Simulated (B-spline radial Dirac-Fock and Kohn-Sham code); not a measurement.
**Elastic and transport cross sections of nitrogen for electrons**

The computed values come from an atomic code on a B-spline grid: relativistic (Dirac) partial waves in the static field of the Dirac-Fock atom with Furness-McCarthy exchange, without polarisation or absorption potentials. σ_tr1 and σ_tr2 weight the cross section with 1 − P₁ and 1 − P₂ of cos θ; "backward" is the share scattered beyond 90°.

```csv
energy (eV),σ (a₀²),σ_tr1 (a₀²),σ_tr2 (a₀²),σ/σ_tr1,backward (%)
53100,0.0518,0.000153,0.000398,338,0.019
72500,0.0399,8.83e-05,0.000232,452,0.013
97500,?,?,?,?,?
99000,0.0312,5.12e-05,0.000136,609,0.0090
99500,0.0311,5.08e-05,0.000135,612,0.0089
100000,0.0310,5.04e-05,0.000133,615,0.0089
147000,0.0235,2.60e-05,6.98e-05,901,0.0053
155000,0.0226,2.38e-05,6.40e-05,951,0.0049
200000,0.0193,1.56e-05,4.21e-05,1240,0.0034
300000,0.0154,8.04e-06,2.21e-05,1920,0.0019
```

**Question.** Fill in the row for 97.5 keV.

**Answer.** σ = 0.0316 a₀², σ_tr1 = 5.26e-05 a₀², σ_tr2 = 0.000139 a₀², σ/σ_tr1 = 600, backward 0.0092 %. The ratio σ/σ_tr1 is roughly the number of elastic collisions that randomise the direction.
